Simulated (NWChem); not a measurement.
Species: C3H6BF; SMILES C=CCBF

```xyz
11

B     -0.4061     1.2439    -0.2379
C     -0.0122    -0.0096     0.6149
C     -0.4109    -1.3221     0.0190
C      0.4221    -2.3171    -0.2912
H     -0.5693     0.1502     1.5647
H      1.0563     0.0180     0.8846
H     -1.4805    -1.4484    -0.1929
H      1.4988    -2.2434    -0.1054
H      0.0579    -3.2436    -0.7424
F      0.3167     2.3502    -0.1460
H     -1.3780     1.2895    -0.9617
```
Atoms are numbered in this order, from 1.

All runs: NWChem. Medium grid unless said otherwise, to which SCAN and Minnesota functionals are sensitive. Geometry: optimised at PBE0/def2-SVP. B3LYP is NWChem's, with the RPA form of VWN correlation.

Task: Among these, which level gives the lowest value of “highest occupied level (eV)”?
(A) M05-2X/def2-SVP
(B) BP86/def2-SVP
(C) r2SCAN0/def2-SVP
(D) B97-2/def2-SVP

Result: A, M05-2X/def2-SVP. Values: M05-2X/def2-SVP -8.55; r2SCAN0/def2-SVP -7.45; B97-2/def2-SVP -7.04; BP86/def2-SVP -6.17
